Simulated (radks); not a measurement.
Charge is removed step by step from the 4s level of K, starting from [Ar] 4s1. Method: scalar-relativistic Kohn-Sham, r2SCAN, spin-unpolarised, spherical densities, finite nucleus; meta-GGA in the generalised Kohn-Sham scheme; Fermi nuclear charge, rms radius 3.4349 fm; computed with a radial shooting solver on a logarithmic mesh with Libxc functionals.

removed (e),E - E(0) (eV),eigenvalue (eV)
0,0.000,-2.290
0.1,0.247,-2.644
0.2,0.529,-3.001
0.3,0.847,-3.358
0.4,1.200,-3.713
0.5,1.589,-4.060
0.6,2.012,-4.395
0.7,2.467,-4.709
0.8,2.952,-4.985
0.9,3.462,-5.185

The mean slope of the eigenvalue, de/dn, is 3.22 eV per electron.
